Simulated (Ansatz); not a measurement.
Species, as SMILES: FSF.
Geometry (B3LYP-D3(BJ)/def2-TZVP, fixed):
```
S
F 1 1.6052
F 1 1.6052 2 98.75
```

Basis-set convergence of the dipole moment at CCSD(T) with Ansatz (an electronic-structure program). Dipoles come from the density behind the forces; the sign is taken along the dipole that this method gives in the largest set. The reference of a correlated method is not its basis-set limit, which lies further on. Cartesian d functions, on some or all atoms, in 6-311G**, 6-311+G**; all else is spherical. Cores are frozen. No added dispersion term, no relativity. Reference: the value in aug-pcseg-3, 1.126 D, itself unsure by roughly 0.006 D (its mean distance from aug-cc-pV(Q+d)Z, def2-QZVPPD). Deviations are taken from unrounded values.

```tsv
basis	functions	dipole moment (D)
def2-SVP	46	1.556
def2-SVPD	73	1.238
pcseg-1	46	1.547
aug-pcseg-1	73	1.192
cc-pV(D+d)Z	51	1.448
aug-cc-pV(D+d)Z	78	1.154
6-311G**	63	1.658
6-311+G**	75	1.627
pcseg-2	94	1.389
aug-pcseg-2	142	1.145
cc-pV(T+d)Z	99	1.192
aug-cc-pV(T+d)Z	147	1.122
def2-TZVP	99	1.221
def2-TZVPD	126	1.122
def2-TZVPP	104	1.220
def2-TZVPPD	131	1.124
cc-pV(Q+d)Z	174	1.138
aug-cc-pV(Q+d)Z	249	1.121
def2-QZVPP	184	1.145
def2-QZVPPD	211	1.118
pcseg-3	184	1.173
aug-pcseg-3	259	1.126
```

What the diffuse functions change, pair by pair:
- def2-SVP to def2-SVPD: 27 more functions, deviation 0.430 to 0.112 D
- pcseg-1 to aug-pcseg-1: 27 more functions, deviation 0.421 to 0.067 D
- cc-pV(D+d)Z to aug-cc-pV(D+d)Z: 27 more functions, deviation 0.323 to 0.029 D
- 6-311G** to 6-311+G**: 12 more functions, deviation 0.533 to 0.501 D
- pcseg-2 to aug-pcseg-2: 48 more functions, deviation 0.264 to 0.020 D
- cc-pV(T+d)Z to aug-cc-pV(T+d)Z: 48 more functions, deviation 0.066 to -0.004 D
- def2-TZVP to def2-TZVPD: 27 more functions, deviation 0.095 to -0.003 D
- def2-TZVPP to def2-TZVPPD: 27 more functions, deviation 0.094 to -0.001 D
- cc-pV(Q+d)Z to aug-cc-pV(Q+d)Z: 75 more functions, deviation 0.012 to -0.004 D
- def2-QZVPP to def2-QZVPPD: 27 more functions, deviation 0.019 to -0.008 D
- pcseg-3 to aug-pcseg-3: 75 more functions, deviation 0.047 to 0.000 D

Leaving out the reference's own pair, they bring the value nearer the reference by more than 0.006 D in 10 of 10 pairs.
